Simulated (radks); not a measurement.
The numbers below are computed, except where a source is named.
Pm4+, configuration [Kr] 4d10 4f3 5s1.5 5p6 6s0.5 (fractional occupations, a model configuration).

Level of theory: Dirac Kohn-Sham, BLYP, spin-unpolarised, spherical densities, finite nucleus; open shells are shared between the two j in proportion to 2j + 1; Fermi nuclear charge, rms radius 4.962 fm (a radial shooting solver on a logarithmic mesh with Libxc functionals).

Energy parts (hartree):
| part | energy |
|---|---|
| total | -10023.3520 |
| kinetic | 10838.4018 |
| electron-nucleus | -24409.7287 |
| Hartree | 3776.4525 |
| exchange-correlation | -228.4775 |

Orbitals (lengths in bohr, moments of r in powers of bohr; <r^-3> diverges for s and p1/2):
\begin{tabular}{lrrrrrr}
orbital & occ. & eigenvalue (hartree) & <r^4> & <1/r> & <r^-3> & <r^2> \\ \hline
1s1/2 & 2 & -1654.997 & 1.417e-06 & 67.42 & - & 0.0007317 \\
2s1/2 & 2 & -270.6915 & 0.0002289 & 15.99 & - & 0.01150 \\
2p1/2 & 2 & -256.4696 & 0.0001427 & 15.97 & - & 0.008390 \\
2p3/2 & 4 & -235.8775 & 0.0001825 & 14.30 & 8411 & 0.009637 \\
3s1/2 & 2 & -60.68641 & 0.009093 & 5.802 & - & 0.07749 \\
3p1/2 & 2 & -54.58539 & 0.008359 & 5.717 & - & 0.07258 \\
3p3/2 & 4 & -50.44671 & 0.01005 & 5.295 & 1741 & 0.07986 \\
3d3/2 & 4 & -39.83120 & 0.007470 & 5.167 & 289.2 & 0.06451 \\
3d5/2 & 6 & -38.93469 & 0.007911 & 5.061 & 260.1 & 0.06656 \\
4s1/2 & 2 & -13.69709 & 0.2249 & 2.426 & - & 0.3936 \\
4p1/2 & 2 & -11.36982 & 0.2584 & 2.322 & - & 0.4162 \\
4p3/2 & 4 & -10.45338 & 0.3089 & 2.182 & 386.8 & 0.4552 \\
4d3/2 & 4 & -6.61579 & 0.4460 & 1.970 & 54.40 & 0.5260 \\
4d5/2 & 6 & -6.45076 & 0.4717 & 1.936 & 48.40 & 0.5411 \\
4f5/2 & 1.28571 & -1.99781 & 1.880 & 1.473 & 6.936 & 0.9206 \\
4f7/2 & 1.71429 & -1.97604 & 1.943 & 1.461 & 6.745 & 0.9358 \\
5s1/2 & 1.5 & -3.21798 & 6.171 & 0.9833 & - & 2.073 \\
5p1/2 & 2 & -2.53313 & 9.126 & 0.8891 & - & 2.494 \\
5p3/2 & 4 & -2.37978 & 10.89 & 0.8425 & 64.66 & 2.727 \\
5d3/2 & 0 & -1.41884 & 30.74 & 0.6492 & 6.333 & 4.476 \\
5d5/2 & 0 & -1.39982 & 32.27 & 0.6401 & 5.639 & 4.590 \\
5f5/2 & 0 & -0.65714 & 287.6 & 0.3645 & 0.4668 & 13.79 \\
5f7/2 & 0 & -0.65569 & 290.8 & 0.3637 & 0.4611 & 13.87 \\
6s1/2 & 0.5 & -1.18218 & 126.1 & 0.4425 & - & 9.572 \\
6p1/2 & 0 & -0.98366 & 196.6 & 0.3965 & - & 11.94 \\
6p3/2 & 0 & -0.94872 & 223.6 & 0.3826 & 15.00 & 12.75 \\
\end{tabular}

The highest occupied level is 6s1/2 at -32.169 eV. The configuration is held as typed, so some empty levels lie below it. The electron density at the nucleus is 4.928e+05 e/bohr^3. Summed over all electrons, <r^2> = 36.73 bohr^2, which gives a Langevin (diamagnetic) susceptibility term of -29.1 x 10^-6 cm^3/mol.
